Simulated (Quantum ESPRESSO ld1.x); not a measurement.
ld1.x (Quantum ESPRESSO 7.5) input

```
 &input
    zed=10.0,
    iswitch=1,
    rel=2,
    dft='PBESOL',
    config='[Ne]',
    rel_dist='energy',
    verbosity='high',
    lsmall=.true.,
    prefix='ld1',
    max_out_wfc=37,
    file_charge='ld1.rho',
 /
```

Command: `OMP_NUM_THREADS=1 ld1.x < ld1.in > ld1.out`

Standard output:

```
     Program LD1 v.7.5 starts

     --------------------------- All-electron run ----------------------------

     dirac relativistic calculation

     atomic number is 10.00
     dft =PBESOL   lsd =0 sic =0 latt =0  beta=0.20 tr2=1.0E-14
     Exchange-correlation= PBESOL
                           (   1   4  10   8   0   0   0)
     mesh =1865 r(mesh) = 100.42537 a.u. xmin = -8.00 dx = 0.00800
     1 Ry =  13.60569312 eV, c = 137.03599908

     n l j   nl                  e(Ry)          e(Ha)          e(eV)
     Spin orbit split results
     1 0 0.5 1S 1( 2.00)     -60.877656491     -30.438828245   -828.2827123
     2 0 0.5 2S 1( 2.00)      -2.660574837      -1.330287419    -36.1989648
     2 1 0.5 2P 1( 2.00)      -0.980325962      -0.490162981    -13.3380142
     2 1 1.5 2P 1( 4.00)      -0.972747805      -0.486373902    -13.2349081
     Averaged results
     1 0     1S 1( 2.00)     -60.877656491     -30.438828245   -828.2827123
     2 0     2S 1( 2.00)      -2.660574837      -1.330287419    -36.1989648
     2 1     2P 1( 6.00)      -0.975273857      -0.487636929    -13.2692768

     final scf error:  7.2E-15 reached in  30 iterations

     Etot =    -257.343952 Ry,    -128.671976 Ha,   -3501.342841 eV

     Ekin =     257.236330 Ry,     128.618165 Ha,    3499.878572 eV
     Encl =    -622.190450 Ry,    -311.095225 Ha,   -8465.332332 eV
     Eh   =     131.679875 Ry,      65.839938 Ha,    1791.595970 eV
     Exc  =     -24.069707 Ry,     -12.034854 Ha,    -327.485052 eV

     normalization and overlap integrals

     s(1S/1S) =  1.000000  <r> =   0.1582  <r2> =    0.0338  r(max) =   0.1024
     LC norm =  0.99877427 + SC norm =  0.00122573 =  1.00000000
     s(1S/2S) =  0.000000
     s(2S/2S) =  1.000000  <r> =   0.8991  <r2> =    0.9876  r(max) =   0.6821
     LC norm =  0.99986050 + SC norm =  0.00013950 =  1.00000000
     s(2P/2P) =  1.000000  <r> =   0.9793  <r2> =    1.2911  r(max) =   0.6197
     LC norm =  0.99988529 + SC norm =  0.00011471 =  1.00000000
     s(2P/2P) =  1.000000  <r> =   0.9824  <r2> =    1.2994  r(max) =   0.6246
     LC norm =  0.99988578 + SC norm =  0.00011422 =  1.00000000

     LC charge =  9.99658326 + SC charge =  0.00341674 = 10.00000000

     ------------------------ End of All-electron run ------------------------
```

Run on one thread of a shared host, so times are rough (Intel(R) Xeon(R) Processor @ 2.60GHz): 0.54 s of CPU time, 0.57 s wall, 30 iterations on 1865 mesh points.
